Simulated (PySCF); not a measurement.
3,4-dichlorobuta-1,2-diene (C₄H₄Cl₂), SMILES C=C=C(Cl)CCl.

Geometry optimised at B3LYP-D3(BJ)/def2-SVP. Other conformers were not sampled.

Two levels are set side by side: PBE/def2-TZVP (PySCF) and B3LYP/def2-TZVP (PySCF). Same geometry, gas phase. Differences are taken from unrounded values.

| quantity | B3LYP |
|---|---|
| orbital gap (eV) | 6.01 |
| highest occupied level (eV) | -7.31 |
| lowest empty level (eV) | -1.30 |
| dipole moment (D) | 2.79 |
| mean polarisability (bohr³) | 77.1 |

Question: What does PBE give, and how far is it from B3LYP? (An estimate is asked for; the answer gives what the named calculation found.)

Answer: 
```tsv
quantity	PBE	PBE minus B3LYP
orbital gap (eV)	4.28	-1.73
highest occupied level (eV)	-6.36	0.95
lowest empty level (eV)	-2.08	-0.78
dipole moment (D)	2.68	-0.11
mean polarisability (bohr³)	78.6	1.5
```

PBE's occupied levels lie high since its potential decays too fast outside the molecule; exact exchange lowers them and widens the gap. Differences between two approximate levels are no errors against the true value.

Rough cost on one machine, each run with all the roots and properties that it gave: B3LYP against PBE within a factor of 2.
